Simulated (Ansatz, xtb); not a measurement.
**Ranking isomers of C4H5ClOS**

4 gas-phase structures of C4H5ClOS, from a drawn sample of its isomers (lower ones may exist). Each was relaxed with GFN2-xTB; where two conformers were screened, the lower at r2SCAN-D4/def2-SVP is listed:

A. `C=C(Cl)/C(O)=C/S`, a singlet
B. `C=C(Cl)/C(O)=C\S`, a singlet
C. `C=C(Cl)[C@@H](O)C=S`, a singlet
D. `C=C(Cl)C(=O)CS`, a singlet

**Question.** Make a reasoned guess at their ranking by r2SCAN-D4/def2-SVP single-point energy.

**Answer.** Calculated order at r2SCAN-D4/def2-SVP: D (0.0), A (28.1), C (58.0), B (60.0) kJ/mol. Less than 1 kcal/mol parts C and B, so the order within that pair means little.

Energies above the lowest of each column, in kJ/mol; the last columns are at PBE-D3(BJ)/def2-SVP geometries:

```tsv
structure	GFN2-xTB	HF/STO-3G	r2SCAN-D4/def2-SVP	PBE-D3(BJ)/def2-SVP	CCSD(T)/def2-SVP + ΔMP2/def2-TZVPP
D	0.0	0.0	0.0	0.0	0.0
A	9.4	57.3	28.1	15.6	18.8
C	47.0	94.3	58.0	54.4	43.2
B	16.3	70.8	60.0	53.1	59.5
```

Every level run on D puts it lowest or level with the lowest. Flexible structures stand in one conformer each, not always the lowest. Frequencies (GFN2-xTB) were run for B, C, D alone. The ΔMP2 step shifts differences by up to 14.9 kJ/mol, which makes them less sure. ΔMP2 is the change of the MP2 energy from the smaller to the larger basis.

Over these structures GFN2-xTB departs from r2SCAN-D4/def2-SVP by 12.9 kJ/mol on average once a common shift is removed. A GFN2-xTB relaxation took about 0.51 s and the r2SCAN-D4/def2-SVP energy about 6.2 s on a shared host (Ansatz 0.2.0, xtb 6.7.1).
